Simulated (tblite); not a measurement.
A geometry optimisation, step by step.

Compound: C₇H₁₀BBr.
SMILES with atom numbers: `[CH3:1][C:2]#[C:3][C@@H:4]1[BH:5][CH2:6][CH2:7][C@H:8]1[Br:9]` (hydrogens: H10, H11, H12 on C1; H13 on C4; H14 on B5; H15, H16 on C6; H17, H18 on C7; H19 on C8)

Computed with GFN2-xTB (tblite), gas phase: L-BFGS steps from a force-field or distance-geometry start until the largest atomic force falls under 0.01 eV/Å. 7 of its 63 geometries are shown.

Step 0: E = -688.8213 eV, largest atomic force 2.637 eV/Å
```
atom  x, y, z in Å  |  force x, y, z in eV/Å
C1      3.493   -0.685    0.324   -1.128   0.786   0.107
C2      2.110   -0.363   -0.136    0.911  -0.095   0.189
C3      0.995   -0.096   -0.500   -0.140   0.378  -0.387
C4     -0.361    0.269   -0.966    0.895   0.923   0.579
B5     -0.857    1.579   -0.183    2.242  -0.052   1.387
C6     -1.674    1.028    1.060   -0.197   1.784  -0.031
C7     -1.655   -0.473    0.977   -1.166  -0.722   0.646
C8     -1.320   -0.744   -0.456   -0.593  -1.794  -0.705
Br9    -2.983   -0.422   -1.435   -0.534  -0.123  -0.572
H10     3.737   -1.703    0.049    0.030  -0.130   0.101
H11     4.228   -0.002   -0.129   -0.408  -0.205   0.061
H12     3.523   -0.538    1.423    0.050  -0.256  -0.599
H13    -0.405    0.452   -2.030    0.338  -0.505  -0.504
H14    -0.081    2.492   -0.066   -0.982  -0.090  -0.493
H15    -1.264    1.418    2.013   -0.599  -0.126  -0.407
H16    -2.723    1.376    0.906    0.528  -0.005   0.628
H17    -2.710   -0.811    1.125    0.907  -0.372   0.517
H18    -0.981   -0.966    1.706   -0.257   0.318  -0.508
H19    -1.081   -1.803   -0.657    0.102   0.288  -0.010
```

Step 10: E = -689.5652 eV, largest atomic force 0.251 eV/Å
```
atom  x, y, z in Å  |  force x, y, z in eV/Å
C1      3.458   -0.669    0.320   -0.065  -0.038  -0.043
C2      2.121   -0.350   -0.135   -0.088  -0.019   0.005
C3      1.012   -0.111   -0.526   -0.103   0.022   0.142
C4     -0.337    0.273   -0.933   -0.032  -0.030  -0.010
B5     -0.662    1.551   -0.041   -0.018  -0.132   0.081
C6     -1.653    1.067    1.092    0.048  -0.011  -0.030
C7     -1.716   -0.473    0.968    0.133   0.208  -0.046
C8     -1.382   -0.769   -0.491    0.086   0.087   0.016
Br9    -3.008   -0.506   -1.573   -0.046   0.002  -0.067
H10     3.702   -1.702    0.055    0.043   0.141   0.030
H11     4.172    0.011   -0.152   -0.037  -0.130   0.100
H12     3.505   -0.558    1.406    0.072  -0.002  -0.116
H13    -0.326    0.376   -2.025   -0.048   0.070   0.085
H14    -0.165    2.601   -0.151   -0.102  -0.043  -0.026
H15    -1.373    1.390    2.098   -0.010  -0.116  -0.028
H16    -2.650    1.489    0.933    0.019   0.005  -0.099
H17    -2.682   -0.898    1.257    0.109   0.087   0.003
H18    -0.943   -0.914    1.603    0.011  -0.046  -0.055
H19    -1.082   -1.799   -0.685    0.027  -0.055   0.059
```

Step 21: E = -689.5864 eV, largest atomic force 0.064 eV/Å
```
atom  x, y, z in Å  |  force x, y, z in eV/Å
C1      3.444   -0.677    0.320   -0.014  -0.001   0.009
C2      2.102   -0.363   -0.118   -0.037   0.005   0.006
C3      0.989   -0.104   -0.486    0.008   0.001  -0.028
C4     -0.345    0.280   -0.930   -0.016   0.007   0.008
B5     -0.656    1.550   -0.031    0.014   0.014  -0.006
C6     -1.635    1.066    1.097   -0.023   0.011   0.009
C7     -1.700   -0.465    0.963    0.022  -0.029  -0.009
C8     -1.384   -0.765   -0.496   -0.006  -0.006  -0.013
Br9    -3.010   -0.523   -1.592    0.011  -0.008   0.016
H10     3.704   -1.700    0.052   -0.005  -0.032  -0.008
H11     4.155    0.000   -0.153   -0.002   0.007  -0.009
H12     3.516   -0.564    1.401    0.014  -0.009   0.022
H13    -0.325    0.403   -2.017    0.018  -0.018   0.011
H14    -0.202    2.613   -0.174   -0.021  -0.002  -0.006
H15    -1.390    1.366    2.115   -0.004   0.018   0.010
H16    -2.623    1.491    0.894   -0.024   0.010  -0.005
H17    -2.660   -0.882    1.275    0.063   0.003  -0.010
H18    -0.913   -0.917    1.572   -0.004  -0.011   0.020
H19    -1.078   -1.800   -0.669    0.004   0.039  -0.016
```

Step 31: E = -689.5896 eV, largest atomic force 0.033 eV/Å
```
atom  x, y, z in Å  |  force x, y, z in eV/Å
C1      3.432   -0.692    0.327    0.009  -0.004   0.000
C2      2.085   -0.371   -0.091    0.017   0.010  -0.012
C3      0.986   -0.094   -0.484    0.002   0.024  -0.021
C4     -0.344    0.293   -0.935   -0.013   0.005   0.020
B5     -0.664    1.562   -0.036   -0.017   0.006   0.004
C6     -1.636    1.066    1.096   -0.006   0.007  -0.010
C7     -1.677   -0.467    0.966    0.001   0.013  -0.014
C8     -1.371   -0.759   -0.498   -0.030  -0.002  -0.014
Br9    -3.013   -0.526   -1.574    0.025  -0.004   0.016
H10     3.686   -1.714    0.048   -0.009  -0.012   0.005
H11     4.132   -0.011   -0.158    0.015  -0.005  -0.002
H12     3.530   -0.583    1.407   -0.018  -0.012   0.010
H13    -0.319    0.410   -2.023    0.008   0.000   0.030
H14    -0.233    2.633   -0.189   -0.009  -0.002   0.002
H15    -1.406    1.380    2.115    0.015  -0.013  -0.011
H16    -2.630    1.475    0.882   -0.010  -0.010  -0.008
H17    -2.629   -0.895    1.280    0.020  -0.010   0.012
H18    -0.884   -0.912    1.574    0.006   0.020  -0.018
H19    -1.055   -1.786   -0.685   -0.009  -0.009   0.011
```

Step 41: E = -689.5939 eV, largest atomic force 0.050 eV/Å
```
atom  x, y, z in Å  |  force x, y, z in eV/Å
C1      3.419   -0.720    0.335    0.016  -0.009  -0.002
C2      2.083   -0.360   -0.085    0.030  -0.010  -0.008
C3      0.993   -0.059   -0.485   -0.028  -0.001  -0.017
C4     -0.341    0.317   -0.936   -0.023   0.002  -0.001
B5     -0.698    1.584   -0.050   -0.028  -0.006   0.019
C6     -1.659    1.069    1.085    0.036   0.005   0.002
C7     -1.640   -0.465    0.967    0.010   0.044  -0.006
C8     -1.352   -0.752   -0.498   -0.045   0.011  -0.019
Br9    -3.010   -0.530   -1.552    0.037  -0.009   0.011
H10     3.641   -1.748    0.048   -0.004   0.008   0.002
H11     4.140   -0.057   -0.143    0.015  -0.012   0.012
H12     3.516   -0.626    1.416   -0.015   0.004   0.001
H13    -0.312    0.430   -2.024   -0.003   0.008   0.003
H14    -0.295    2.666   -0.203   -0.004  -0.001  -0.008
H15    -1.425    1.392    2.099   -0.028   0.024  -0.001
H16    -2.668    1.445    0.875    0.030  -0.036   0.018
H17    -2.562   -0.936    1.312    0.005  -0.001   0.000
H18    -0.808   -0.864    1.554   -0.019  -0.007   0.004
H19    -1.030   -1.776   -0.691    0.019  -0.013  -0.009
```

Step 52: E = -689.5957 eV, largest atomic force 0.036 eV/Å
```
atom  x, y, z in Å  |  force x, y, z in eV/Å
C1      3.412   -0.735    0.335    0.007  -0.006   0.001
C2      2.087   -0.355   -0.102    0.009  -0.010   0.002
C3      0.996   -0.046   -0.494    0.000   0.008  -0.009
C4     -0.340    0.331   -0.937   -0.005   0.003  -0.010
B5     -0.712    1.596   -0.052   -0.027   0.001   0.024
C6     -1.662    1.071    1.086   -0.001  -0.011   0.004
C7     -1.621   -0.464    0.972    0.002   0.020   0.001
C8     -1.341   -0.746   -0.497   -0.004  -0.002   0.005
Br9    -3.002   -0.540   -1.543    0.003  -0.006   0.006
H10     3.620   -1.767    0.052    0.000   0.007   0.003
H11     4.155   -0.086   -0.128   -0.003  -0.006   0.004
H12     3.490   -0.643    1.419   -0.001  -0.001  -0.003
H13    -0.319    0.447   -2.023    0.000   0.007  -0.022
H14    -0.332    2.683   -0.219    0.003   0.012   0.002
H15    -1.443    1.408    2.099    0.000  -0.009  -0.009
H16    -2.679    1.418    0.873    0.015   0.013  -0.004
H17    -2.534   -0.946    1.324    0.006  -0.003  -0.002
H18    -0.779   -0.853    1.551   -0.013   0.002   0.005
H19    -1.007   -1.766   -0.693    0.008  -0.018   0.003
```

Step 62: E = -689.5961 eV, largest atomic force 0.010 eV/Å
```
atom  x, y, z in Å  |  force x, y, z in eV/Å
C1      3.409   -0.741    0.335    0.000  -0.001   0.000
C2      2.087   -0.357   -0.109   -0.001   0.001   0.002
C3      0.999   -0.038   -0.503    0.001  -0.006   0.005
C4     -0.340    0.337   -0.939    0.001   0.004   0.001
B5     -0.716    1.600   -0.052   -0.004   0.006   0.007
C6     -1.662    1.071    1.087   -0.004  -0.006   0.001
C7     -1.616   -0.463    0.973   -0.002  -0.001  -0.003
C8     -1.334   -0.746   -0.495    0.005   0.000   0.002
Br9    -2.998   -0.551   -1.538    0.002  -0.007  -0.003
H10     3.616   -1.773    0.055   -0.004  -0.001  -0.002
H11     4.157   -0.094   -0.123   -0.003   0.001  -0.001
H12     3.480   -0.648    1.419   -0.001   0.000  -0.001
H13    -0.324    0.457   -2.026   -0.004  -0.001  -0.003
H14    -0.344    2.690   -0.219    0.005   0.003   0.000
H15    -1.446    1.408    2.101    0.003   0.001  -0.006
H16    -2.678    1.419    0.870    0.001   0.000   0.004
H17    -2.529   -0.949    1.322    0.007   0.004   0.002
H18    -0.776   -0.850    1.556   -0.008   0.002  -0.005
H19    -0.995   -1.764   -0.690    0.003   0.001   0.002
```

**Question.** Summarise the path.

**Answer.** The energy falls by 17.87 kcal/mol from step 0 to step 62; nine tenths of that is first reached at step 7. It falls at every step. The largest force goes from 2.637 to 0.010 eV/Å. Among the bonds C4–C8 changes most, from 1.484 to 1.536 Å; the atoms move by 0.163 Å rms after alignment.

**Question.** Follow the three bonds and two angles with the largest change from start to end.

**Answer.** 
```csv
step,E above end (kcal/mol),largest force (eV/Å),C4–C8 (Å),C1–C2 (Å),B5–H14 (Å),B5–C4–H13 (°),C4–B5–H14 (°)
0,17.87,2.637,1.484,1.493,1.204,109.3,117.8
3,5.87,1.035,1.554,1.439,1.133,115.3,122.5
5,2.71,0.563,1.535,1.446,1.166,117.6,125.0
8,1.37,0.565,1.534,1.452,1.170,118.4,126.2
11,0.56,0.250,1.540,1.446,1.166,119.1,125.3
13,0.38,0.147,1.534,1.445,1.164,119.1,125.4
16,0.28,0.090,1.533,1.447,1.163,118.8,125.9
19,0.24,0.059,1.536,1.448,1.164,118.6,125.8
22,0.22,0.053,1.535,1.446,1.165,118.4,125.8
24,0.20,0.052,1.535,1.446,1.164,118.5,125.9
27,0.18,0.052,1.535,1.447,1.164,118.8,125.7
30,0.16,0.046,1.534,1.447,1.165,118.9,125.8
32,0.14,0.045,1.534,1.446,1.164,118.9,126.0
35,0.12,0.058,1.533,1.447,1.164,118.8,126.2
38,0.08,0.062,1.535,1.447,1.165,118.8,126.0
40,0.06,0.054,1.535,1.446,1.165,118.7,126.1
43,0.03,0.053,1.535,1.447,1.164,118.5,126.2
46,0.03,0.031,1.536,1.447,1.165,118.5,125.9
49,0.02,0.023,1.535,1.447,1.165,118.4,125.8
51,0.01,0.026,1.535,1.447,1.164,118.3,126.0
54,0.01,0.018,1.535,1.447,1.164,118.2,126.0
57,0.00,0.016,1.536,1.447,1.165,118.2,125.9
59,0.00,0.012,1.536,1.447,1.164,118.2,126.0
62,0.00,0.010,1.536,1.447,1.164,118.2,126.1
```

What follows is the cost of the whole relaxation. The run took 0.83 s of wall time on one thread of an Arm Neoverse N1, on a shared host.
